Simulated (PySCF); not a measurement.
Ge(Cl)3(SH) (Cl3GeHS), SMILES [SH][Ge]([Cl])([Cl])[Cl]. Atoms are numbered in the order given.

```xyz
6

S      0.7580     2.0863     0.0000
Ge     0.0012     0.0081     0.0000
Cl     0.6543    -1.0982    -1.7316
Cl    -2.1449     0.1186     0.0000
Cl     0.6543    -1.0982     1.7316
H      2.0515     1.6823     0.0000
```
Charge 0, spin multiplicity 1.

The structure is a stationary point at B3LYP-D3(BJ)/def2-SVP. The structure was generated by enumeration, and PubChem lists no compound with its InChIKey, so it may never have been made. One conformer was computed; it need not be the lowest.

Computed with HF/pcSseg-1 (PySCF).

GIAO shieldings, no solvent; atoms listed in one row are averaged. δ = σ(ref) − σ: ³³S against H2S (σ = 725.2 ppm); ⁷³Ge against GeH4 (σ = 1776.1 ppm); ³⁵Cl against HCl (σ = 958.2 ppm); ¹H against TMS (σ = 31.99 ppm), references at their B3LYP-D3(BJ)/def2-TZVP geometries, non-relativistic (without spin–orbit terms, shifts of atoms bonded to Cl or Br come out too high).

| nucleus | atoms | count | δ (ppm) |
|---|---|---|---|
| ³³S | S1 | 1 | 87.1 |
| ⁷³Ge | Ge2 | 1 | 413.9 |
| ³⁵Cl | Cl3, Cl5 | 2 | 121.7 |
| ³⁵Cl | Cl4 | 1 | 86.9 |
| ¹H | H6 | 1 | 2.14 |
